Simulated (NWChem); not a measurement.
System: SiOH cation, singlet; SMILES [OH+]=[Si]

Output (shortened):

```
             Northwest Computational Chemistry Package (NWChem) 7.3.0
             --------------------------------------------------------

 ORDER OF PRIMARY AXIS IS BEING SET TO 4
 C4V symmetry detected

                             Geometry "geometry" -> ""
                             -------------------------

 Output coordinates in angstroms (scale by  1.889725989 to convert to a.u.)

  No.       Tag          Charge          X              Y              Z
 ---- ---------------- ---------- -------------- -------------- --------------
    1 O                    8.0000     0.00000000     0.00000000    -0.90670949
    2 Si                  14.0000     0.00000000     0.00000000     0.65207746
    3 H                    1.0000     0.00000000     0.00000000    -1.87540851

 Effective nuclear repulsion energy (a.u.)      45.3231544428

      Symmetry information
      --------------------

 Group name             C4v
 Group number             18
 Group order               8
 No. of unique centers     3

                                 NWChem DFT Module
                                 -----------------

 Summary of "ao basis" -> "ao basis" (spherical)
 ------------------------------------------------------------------------------
       Tag                 Description            Shells   Functions and Types
 ---------------- ------------------------------  ------  ---------------------
 O                           sto-3g                  3        5   2s1p
 Si                          sto-3g                  5        9   3s2p
 H                           sto-3g                  1        1   1s

      Symmetry analysis of basis
      --------------------------

        a1          9
        a2          0
        b1          0
        b2          0
        e           6

            General Information
            -------------------
          SCF calculation type: DFT
          Wavefunction type:  closed shell.
          No. of atoms     :     3
          No. of electrons :    22
           Alpha electrons :    11
            Beta electrons :    11
          Charge           :     1
          Spin multiplicity:     1
          Use of symmetry is: on ; symmetry adaption is: on
          Maximum number of iterations: 150
          AO basis - number of functions:    15
                     number of shells:     9
          Convergence on energy requested:  1.00D-06
          Convergence on density requested:  1.00D-05
          Convergence on gradient requested:  5.00D-04

              XC Information
              --------------
                         B3LYP Method XC Potential
                     Hartree-Fock (Exact) Exchange  0.200
                        Slater Exchange Functional  0.800 local
                    Becke 1988 Exchange Functional  0.720 non-local
              Lee-Yang-Parr Correlation Functional  0.810
                  VWN I RPA Correlation Functional  0.190 local

             Grid Information
             ----------------
          Grid used for XC integration:  medium
          Radial quadrature: Mura-Knowles
          Angular quadrature: Lebedev.
          Tag              B.-S. Rad. Rad. Pts. Rad. Cut. Ang. Pts.
          ---              ---------- --------- --------- ---------
          O                   0.60       49           6.0       434
          Si                  1.10       88           8.0       590
          H                   0.35       45           8.0       434
          Grid pruning is: on
          Number of quadrature shells:   182
          Spatial weights used:  Erf1

      Superposition of Atomic Density Guess
      -------------------------------------

 Sum of atomic energies:        -359.69533281

 Renormalizing density from      23.00 to     22

      Non-variational initial energy
      ------------------------------

 Total energy =    -349.902650
 1-e energy   =    -568.122418
 2-e energy   =     172.896613
 HOMO         =      -0.653965
 LUMO         =      -0.223175

      Symmetry analysis of molecular orbitals - initial
      -------------------------------------------------

  Numbering of irreducible representations:

     1 a1          2 a2          3 b1          4 b2          5 e

  Orbital symmetries:

     1 a1          2 a1          3 a1          4 a1          5 e
     6 e           7 a1          8 a1          9 e          10 e
    11 a1         12 e          13 e          14 a1         15 a1

     ---------------------------------------------
      Total Density - Mulliken Population Analysis
     ---------------------------------------------

    Atom       Charge   Shell Charges
 -----------   ------   -------------------------------------------------------
    1 O    8     9.05   2.00  1.81  5.24
    2 Si  14    12.50   2.00  2.00  5.91  1.91  0.69
    3 H    1     0.45   0.45

   convergence    iter        energy       DeltaE   RMS-Dens  Diis-err
 ---------------- ----- ----------------- --------- --------- ---------
 d= 0,ls=0.0,diis     1   -360.5288385660 -4.06D+02  2.13D-01  9.47D-01
 d= 0,ls=0.0,diis     2   -358.5732511113  1.96D+00  1.65D-01  1.55D+01
 d= 0,ls=0.0,diis     3   -360.6867654857 -2.11D+00  5.57D-03  1.38D-02
 d= 0,ls=0.0,diis     4   -360.6883223065 -1.56D-03  2.82D-03  1.98D-03
 d= 0,ls=0.0,diis     5   -360.6886683955 -3.46D-04  6.83D-05  1.04D-06
 d= 0,ls=0.0,diis     6   -360.6886685436 -1.48D-07  1.54D-05  7.51D-08
 d= 0,ls=0.0,diis     7   -360.6886685554 -1.18D-08  3.78D-07  2.17D-11

         Total DFT energy =     -360.688668555446
      One electron energy =     -584.463176941894
           Coulomb energy =      208.037315520158
    Exchange-Corr. energy =      -29.585961576531
 Nuclear repulsion energy =       45.323154442821

 Numeric. integr. density =       21.999997285130

                  Occupations of the irreducible representations
                  ----------------------------------------------

                     irrep           alpha         beta
                     --------     --------     --------
                     a1                7.0          7.0
                     a2                0.0          0.0
                     b1                0.0          0.0
                     b2                0.0          0.0
                     e                 4.0          4.0

                       DFT Final Molecular Orbital Analysis
                       ------------------------------------

 Vector    9  Occ=2.000000D+00  E=-5.516221D-01  Symmetry=e
              MO Center=  1.2D-15,  3.5D-16, -6.8D-01, r^2= 8.3D-01
   Bfn.  Coefficient  Atom+Function         Bfn.  Coefficient  Atom+Function
  ----- ------------  ---------------      ----- ------------  ---------------
     3      0.855314  1 O  px                12      0.340276  2 Si px
     4      0.246903  1 O  py                 8     -0.128805  2 Si px
    13      0.098228  2 Si py                 9     -0.037182  2 Si py

 Vector   10  Occ=2.000000D+00  E=-5.516221D-01  Symmetry=e
              MO Center=  4.1D-18, -1.4D-17, -6.8D-01, r^2= 8.3D-01
   Bfn.  Coefficient  Atom+Function         Bfn.  Coefficient  Atom+Function
  ----- ------------  ---------------      ----- ------------  ---------------
     4      0.855314  1 O  py                13      0.340276  2 Si py
     3     -0.246903  1 O  px                 9     -0.128805  2 Si py
    12     -0.098228  2 Si px                 8      0.037182  2 Si px

 Vector   11  Occ=2.000000D+00  E=-5.451359D-01  Symmetry=a1
              MO Center= -1.3D-15, -3.8D-16,  8.2D-01, r^2= 1.6D+00
   Bfn.  Coefficient  Atom+Function         Bfn.  Coefficient  Atom+Function
  ----- ------------  ---------------      ----- ------------  ---------------
    11      0.938238  2 Si s                 14      0.334367  2 Si pz
     2     -0.318365  1 O  s                  5     -0.286708  1 O  pz
     7     -0.282221  2 Si s                 15      0.185944  3 H  s
    10     -0.144394  2 Si pz                 6      0.081192  2 Si s
     1      0.059790  1 O  s

 Vector   12  Occ=0.000000D+00  E=-2.244724D-01  Symmetry=e
              MO Center=  1.2D-22,  1.4D-22,  4.4D-01, r^2= 1.5D+00
   Bfn.  Coefficient  Atom+Function         Bfn.  Coefficient  Atom+Function
  ----- ------------  ---------------      ----- ------------  ---------------
    13      0.750414  2 Si py                12      0.637888  2 Si px
     4     -0.365415  1 O  py                 3     -0.310621  1 O  px
     9     -0.252032  2 Si py                 8     -0.214240  2 Si px

 Vector   13  Occ=0.000000D+00  E=-2.244724D-01  Symmetry=e
              MO Center=  9.2D-23, -7.8D-23,  4.4D-01, r^2= 1.5D+00
   Bfn.  Coefficient  Atom+Function         Bfn.  Coefficient  Atom+Function
  ----- ------------  ---------------      ----- ------------  ---------------
    12      0.750414  2 Si px                13     -0.637888  2 Si py
     3     -0.365415  1 O  px                 4      0.310621  1 O  py
     8     -0.252032  2 Si px                 9      0.214240  2 Si py

 Vector   14  Occ=0.000000D+00  E=-4.579927D-02  Symmetry=a1
              MO Center= -8.9D-19, -5.6D-18, -5.1D-01, r^2= 2.3D+00
   Bfn.  Coefficient  Atom+Function         Bfn.  Coefficient  Atom+Function
  ----- ------------  ---------------      ----- ------------  ---------------
     2      0.962028  1 O  s                 14      0.886109  2 Si pz
    15     -0.772327  3 H  s                 11     -0.289392  2 Si s
    10     -0.271793  2 Si pz                 1     -0.148638  1 O  s
     7      0.069509  2 Si s                  5     -0.061667  1 O  pz

     ---------------------------------------------
      Total Density - Mulliken Population Analysis
     ---------------------------------------------

    Atom       Charge   Shell Charges
 -----------   ------   -------------------------------------------------------
    1 O    8     8.35   2.00  1.74  4.62
    2 Si  14    13.00   2.00  2.00  5.87  1.88  1.26
    3 H    1     0.64   0.64

     -------------------------------------------
      Total Density - Lowdin Population Analysis
     -------------------------------------------

    Atom       Charge   Shell Charges
 -----------   ------   -------------------------------------------------------
    1 O    8     8.16   1.99  1.56  4.60
    2 Si  14    13.12   2.00  2.00  5.79  1.87  1.46
    3 H    1     0.73   0.73

     Multipole analysis of the density
     ---------------------------------

     L   x y z        total         alpha         beta         nuclear
     -   - - -        -----         -----         ----         -------
     0   0 0 0      1.000000    -11.000000    -11.000000     23.000000

     1   1 0 0      0.000000      0.000000      0.000000      0.000000
     1   0 1 0      0.000000      0.000000      0.000000      0.000000
     1   0 0 1     -0.212744     -0.106372     -0.106372     -0.000000

     2   2 0 0     -9.421185     -4.710593     -4.710593      0.000000
     2   1 1 0      0.000000      0.000000      0.000000      0.000000
     2   1 0 1      0.000000      0.000000      0.000000      0.000000
     2   0 2 0     -9.421185     -4.710593     -4.710593      0.000000
     2   0 1 1      0.000000      0.000000      0.000000      0.000000
     2   0 0 2     -5.495947    -31.400415    -31.400415     57.304883
```

Level: B3LYP/STO-3G. Low-valent species are run as closed-shell singlets; no triplet was tried in these runs. All runs use the structure optimised with PBE0/def2-SVP.

Problem. Reconstruct the input file.

Solution. One answer among several that fit: the input that was run:
```
start job
memory heap 200 mb stack 700 mb global 900 mb
charge 1
geometry units angstroms noautoz
  O     -0.898238    -0.015632    -0.006138
  Si     0.660276     0.011523     0.004514
  H     -1.866764    -0.032698    -0.012769
end
basis spherical
  * library sto-3g
end
dft
  xc b3lyp
  iterations 150
  mulliken
end
task dft energy
```
